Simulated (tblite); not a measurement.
C5H6ClF (charge +1 and doublet state).
Geometry (GFN2-xTB, Å), atoms numbered from 1 in this order:
```xyz
13
C5H6ClF angstrom
C      1.633    0.061    0.168
C      0.172   -0.138    0.547
C     -0.571   -1.174   -0.237
F     -0.391   -2.448   -0.337
C     -1.466   -0.297   -0.756
C     -0.808    0.907   -0.147
Cl    -1.877    1.818    0.909
H      2.192   -0.797    0.546
H      1.780    0.108   -0.909
H      2.012    0.975    0.619
H      0.041   -0.211    1.627
H     -2.430   -0.396   -1.227
H     -0.292    1.593   -0.819
```

The geometry is computed with GFN2-xTB (gas phase). This method treats the open shell by occupation alone, without spin polarisation.

Take the most abundant isotopes and a rigid rotor. 

**Question.** Give the principal moments of inertia and the rotational constants in GHz.

**Answer.** Ia = 134.29, Ib = 351.87, Ic = 442.25 u·Å²; 505379 MHz·u·Å²/I gives 3763, 1436 and 1143 MHz, that is A = 3.7632, B = 1.4363, C = 1.1428 GHz.

**Question.** What kind of rotor is it?

**Answer.** An asymmetric top: κ = (2 × 1436 − 3763 − 1143)/(3763 − 1143) = -0.78.

**Question.** Is it planar, by Δ = Ic − Ia − Ib?

**Answer.** Not planar: Δ = Ic − Ia − Ib = -43.92 u·Å². For a rigid frame Δ = −2 Σ m c², so Σ m c² = 21.96 u·Å² lies off the ab plane: 6.85 from hydrogen and 15.11 from heavier atoms. The atom farthest from that plane is 1.45 Å away.

**Question.** Give the other two planar moments, Paa and Pbb, and the rms extents of the mass along the axes.

**Answer.** Paa = Σ m a² = (Ib + Ic − Ia)/2 = 329.91 and Pbb = Σ m b² = (Ia + Ic − Ib)/2 = 112.33 u·Å². With the mass M = 120.01 u, the rms extents √(P/M) along a, b and c are 1.66, 0.97, 0.43 Å.

**Question.** List the rotational levels J(Ka,Kc) to J = 4 (K).

**Answer.** Above 0(0,0), as E/k:
J = 1: 1(0,1) 0.124, 1(1,1) 0.235, 1(1,0) 0.250
J = 2: 2(0,2) 0.370, 2(1,2) 0.469, 2(1,1) 0.511, 2(2,1) 0.846, 2(2,0) 0.847
J = 3: 3(0,3) 0.736, 3(1,3) 0.818, 3(1,2) 0.903, 3(2,2) 1.218, 3(2,1) 1.224, 3(3,1) 1.812, 3(3,0) 1.812
J = 4: 4(0,4) 1.220, 4(1,4) 1.283, 4(1,3) 1.423, 4(2,3) 1.712, 4(2,2) 1.730, 4(3,2) 2.309, 4(3,1) 2.310, 4(4,1) 3.138, 4(4,0) 3.138
Those of J = 1 are B + C, A + C and A + B.

**Question.** Estimate the classical rotational partition function at 25 K, 298.15 K and 500 K.

**Answer.** Point group C1, symmetry number σ = 1; q = (√π/σ)·√((kT/h)³/(ABC)), k/h = 20836.6 MHz/K: 8480 at 25 K, 349000 at 298.15 K, 758000 at 500 K.

For this open shell read J as N, the rotation without spin; fine and hyperfine splittings come on top. Its GFN2-xTB frequencies are all real (lowest 86 cm⁻¹). No vibrational averaging or centrifugal distortion is included, and the geometry carries the error of its method.
